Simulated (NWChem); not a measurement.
System: CH$_{6}$BeSi; SMILES [CH3][Be][SiH3]

Results from NWChem. Coordinates come from a B3LYP/6-31G* (spherical d) optimisation. Level: PBE0/def2-SVPD; the question gives the wavelength of the field.

Q: What does the run give for field 1065 nm? Quantities: isotropic polarisability (bohr³); anisotropy (bohr³).

A: The isotropic polarisability (bohr³) is 63.0 and the anisotropy (bohr³) is 18.7.
